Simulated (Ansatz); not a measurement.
Ansatz (a program for electronic structure) input (CCSD(T)/def2-SVPD):

Ansatz 0.2 input:
```yaml
crystal:
  periodic: [false, false, false]
  atoms:
    - {symbol: B, position_ang: [0.78637393, -0.99326566, 0.99886838]}
    - {symbol: F, position_ang: [2.06679956, -1.12882836, 0.85490990]}
    - {symbol: I, position_ang: [-0.42515218, 0.28539214, -0.23940625]}
basis:
  gaussian:
    orbitals: def2-SVPD
magnetization: {spin_polarized: true, initial_magnetization: 1}
correlation: {method: ccsd_t, electrons: outside_noble_gas}
output: {forces: true}
```

Output:

```
Functional definition: HF
integrals: 0.11 GiB planned
862 factors; integrals over basis functions are off by at most 4.7e-4 eV
mean field: 0.30 GiB planned
mean field evaluation 1: about -11445.8576 eV, gradient 1.7e1 eV
mean field evaluation 2: about -11445.9152 eV, gradient 1.7e1 eV
mean field evaluation 4: about -11447.6875 eV, gradient 2.5e0 eV
mean field evaluation 8: about -11447.8324 eV, gradient 5.1e-1 eV
mean field evaluation 16: about -11447.8408 eV, gradient 5.0e-6 eV
mean field evaluation 32: about -11445.0823 eV, gradient 4.4e-1 eV
mean field evaluation 64: about -11445.1003 eV, gradient 2.5e-3 eV
mean field -11447.84076856 eV, -420.7003886195 hartree, gradient 5.0e-6 eV, S^2 0.758948; 1 other end points of the search recorded, 0 dependent functions left out
determinant -11447.84076856 eV, -420.7003886195 hartree, with singles and doubles -11457.92281061 eV, -421.0708968309 hartree
determinant -11445.10029229 eV, -420.5996779742 hartree, with singles and doubles -11455.29840304 eV, -420.9744516317 hartree
11 core orbitals not correlated
reference -11447.84076856 eV, -420.7003886195 hartree; 9, 8 occupied and 58, 59 virtual orbitals, 862 factors
densities: 0.51 GiB planned
second order -9.64874411 eV of doubles, -0.00000000 eV of singles
coupled cluster: 0.38 GiB planned
cycle   1  -10.07903670 eV  change   -2.6e-1 eV  update   2.8e-2
cycle   2  -10.10809046 eV  change   -2.9e-2 eV  update   7.7e-3
cycle   3  -10.11026111 eV  change   -2.2e-3 eV  update   4.5e-3
cycle   4  -10.11235139 eV  change   -2.1e-3 eV  update   1.5e-3
cycle   5  -10.11258453 eV  change   -2.3e-4 eV  update   7.5e-4
cycle   6  -10.11294146 eV  change   -3.6e-4 eV  update   3.5e-4
cycle   7  -10.11305413 eV  change   -1.1e-4 eV  update   1.5e-4
cycle   8  -10.11307173 eV  change   -1.8e-5 eV  update   6.9e-5
cycle   9  -10.11307453 eV  change   -2.8e-6 eV  update   3.1e-5
cycle  10  -10.11307058 eV  change    3.9e-6 eV  update   1.2e-5
cycle  11  -10.11307074 eV  change   -1.6e-7 eV  update   5.4e-6
cycle  12  -10.11307023 eV  change    5.1e-7 eV  update   2.2e-6
cycle  13  -10.11307026 eV  change   -2.5e-8 eV  update   1.1e-6
perturbative correction -0.29732404 eV, -0.0109264570 hartree
the calculation of the forces begins
Total energy: -11458.25116286 eV, -421.0829635534 hartree
Atom 0 at     0.786374    -0.993266     0.998868 Å, force    -0.850741     0.051003     0.142327 eV/Å
Atom 1 at     2.066800    -1.128828     0.854910 Å, force     0.858577    -0.075524    -0.114902 eV/Å
Atom 2 at    -0.425152     0.285392    -0.239406 Å, force    -0.007836     0.024520    -0.027424 eV/Å
Dipole moment:    -0.021338     0.023394    -0.022854 e Å
```

It need not be the lowest isomer of its formula.
